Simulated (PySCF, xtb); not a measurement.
BCl₂HS, SMILES B(Cl)(S)Cl.

GFN2-xTB run with xtb at its own geometry gives an orbital gap of 4.14 eV and a dipole moment of 1.24 D.

Coordinates come from a TPSSh-D3(BJ)/def2-SVP optimisation. The values are those of a single conformer.

What does PBE0/def2-TZVPD (PySCF) give? (The exact figures need the calculation; the answer reports its results.)

gap 6.90 eV (levels -8.40 and -1.50 eV), dipole 1.21 D.
